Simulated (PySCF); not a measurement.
Isomers of C6H7O3P, one conformer each; single-point electronic energies without zero-point terms and without any empirical dispersion term.

All values: PBE0/pcSseg-1 (PySCF, non-relativistic), each on one gas-phase PBE0-D3(BJ)/def2-SVP geometry that isn't relaxed in the solvent. The solvent is an IEF-PCM continuum (cavity from Bondi-type radii × 1.2). The model holds no explicit solvent molecules, cavitation or dispersion.

```tsv
isomer	relative energy, gas (kcal/mol)	dipole (D)
`COC(=O)C1=C(C)OC=P1`	0.0	0.36
`COC(=O)C1=C(C)P=CO1`	5.1	1.44
```

**Question.** How do the relative energies look in dimethylsulfoxide (ε = 46.83)?

**Answer.** 
```tsv
isomer	relative energy, solvent (kcal/mol)	E(solvent) − E(gas) (kcal/mol)	dipole in solvent (D)
`COC(=O)C1=C(C)OC=P1`	0.0	-5.4	0.82
`COC(=O)C1=C(C)P=CO1`	4.9	-5.6	1.78
```

The order is unchanged. Conformers: `[CH3:1][O:2][C:3](=[O:4])[c:5]1[p:6][cH:7][o:8][c:9]1[CH3:10]` with C1–O2–C3–O4 0°, O2–C3–C5–P6 1°; `[CH3:1][O:2][C:3](=[O:4])[c:5]1[o:6][cH:7][p:8][c:9]1[CH3:10]` with C1–O2–C3–O4 0°, O2–C3–C5–O6 0°. `COC(=O)C1=C(C)P=CO1` gains most from the continuum, and it has the largest gas-phase dipole. The gains span 0.2 kcal/mol, the gas-phase energies 5.1 kcal/mol.
